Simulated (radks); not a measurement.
Question: These are the eigenvalues of the occupied orbitals of an atom or ion with whole-number occupations (hartree). Calculated with a radial shooting solver on a logarithmic mesh with Libxc functionals: scalar-relativistic Kohn-Sham, r2SCAN, spin-polarised, spherical densities, finite nucleus; meta-GGA in the generalised Kohn-Sham scheme; Fermi nuclear charge, rms radius of each element as measured or else 0.836 A^(1/3) + 0.57 fm.

| orbital | eigenvalue |
|---|---|
| 1s down | -2478.848 |
| 1s up | -2478.847 |
| 2s up | -427.3003 |
| 2s down | -427.2934 |
| 2p up | -374.4534 |
| 2p down | -374.4483 |
| 3s down | -98.67597 |
| 3s up | -98.67541 |
| 3p down | -82.88160 |
| 3p up | -82.88157 |
| 3d up | -64.41822 |
| 3d down | -64.41523 |
| 4s up | -20.76968 |
| 4s down | -20.76605 |
| 4p up | -15.56559 |
| 4p down | -15.56267 |
| 4d up | -8.86923 |
| 4d down | -8.86546 |
| 5s up | -3.33394 |
| 5s down | -3.28458 |
| 5p up | -2.08910 |
| 5p down | -2.01486 |
| 4f up | -1.48543 |
| 4f down | -1.47341 |
| 5d up | -0.70562 |

Which element is it, and in what charge state? The configuration may be excited. Open shells, if any, are filled with parallel spins first.

Answer: Z = 73, tantalum, charge +2: Ta2+ in [Xe] 4f14 5d3. The list shows which subshells hold electrons but not how many an open one holds; the 1s level, -2478.8 hartree, gives Z - s = 70.4 by -(Z - s)^2/2, which with screening and relativity narrows Z to a few neighbours, and the depths of the outer levels then fix element, charge and occupations together.
